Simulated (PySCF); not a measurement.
## C4H9PSi2: full NMR table

| Quantity | Value |
| --- | --- |
| Formula | C4H9PSi2 |
| SMILES | C#C[SiH2][Si@@H](P)C=C |
| InChI | InChI=1S/C4H9PSi2/c1-3-6-7(5)4-2/h1,4,7H,2,5-6H2/t7-/m1/s1 |
| Point group of the computed structure | C1 |
| Carbon signals | 4 |
| Proton signals | 8 |

Bonds (- single, = double, # triple, : aromatic): C1#C2, C2-Si3, Si3-Si4, Si4-P5, Si4-C6, C6=C7. C1 carries H8; Si3 carries H9, H10; Si4 carries H11; P5 carries H12, H13; C6 carries H14; C7 carries H15, H16. Stereochemistry as in C#C[SiH2][Si@@H](P)C=C. H15 is cis to Si4; H10 is pro-R; H9 is pro-S; H16 is trans to Si4.

PySCF 2.14.0 with density-fitted response routines calculation with geometry from GFN2-xTB and shieldings: GIAO PBE0/pcSseg-1; no solvent model, averaged over atoms made equivalent by symmetry, fast rotation or ring inversion, no relativistic terms, single conformer.

Shifts are taken against calculated references (same method and geometry level): ¹H, ¹³C, ²⁹Si against TMS; ³¹P against H3PO4.

| carbon | δC, type | δH (multiplicity) | HMBC from (2–3 bonds) | span of the C tensor (ppm) |
| --- | --- | --- | --- | --- |
| C1 | 106.6, CH | 1.96 (m) | H10, H9 | 253 |
| C2 | 83.5, C | – | H11, H10, H9, H8 | 282 |
| C6 | 140.0, CH | 6.17 (m) | H16, H15, H11, H10, H9, H12/H13 | 244 |
| C7 | 144.0, CH2 | H15 6.30 (m); H16 6.48 (m) | H14, H11 | 243 |

Other nuclei:
| atoms | nucleus | environment | δ (ppm) | σ (ppm) |
| --- | --- | --- | --- | --- |
| H11 | ¹H | hydrogen on a silicon bonded to C, P, Si | 4.68 | 27.04 |
| H10 | ¹H | hydrogen on a silicon bonded to C, Si | 4.39 | 27.33 |
| H9 | ¹H | hydrogen on a silicon bonded to C, Si | 4.31 | 27.40 |
| H12/H13 | ¹H | hydrogen on a phosphorus bonded to Si | 1.12 | 30.59 |
| P5 | ³¹P | phosphorus bonded to Si, 2 H | -300.2 | 618.5 |
| Si4 | ²⁹Si | silicon bonded to C, P, Si, H | -48.4 | 397.6 |
| Si3 | ²⁹Si | silicon bonded to C, Si, 2 H | -91.6 | 440.7 |

1. δC 144.0: terminal =CH2 carbon; the olefinic region.
2. δC 140.0: alkene CH; as expected for a trigonal carbon in a double bond.
3. δC 106.6: terminal alkyne carbon.
4. δC 83.5: alkyne carbon; the triple bond shields along its axis, which puts it between sp3 and sp2 carbons.
5. δH 1.96: hydrogen on a terminal alkyne carbon; it lies on the axis of the triple bond, in its shielding cone.

Splittings by ³¹P in the carbon and heteronuclear signals aren't shown, as no couplings were computed. Shifts are as computed. Against solution values, carbons near 30 ppm lie about +3 ppm off and those near 130 ppm about +5 ppm. Of 1211 compounds with measured shifts, 218 miss one by over three times the rms of a fit or turn the order of signals round; such compounds aren't used in these exercises. Experimental scales use liquid or dissolved standards, which lie at an offset from isolated H3PO4. No couplings were computed; multiplicities are counted from neighbouring protons, with m where these are inequivalent, close in shift, in a saturated or five-membered ring or joined by F or P, and br s for small geminal =CH2 splittings.
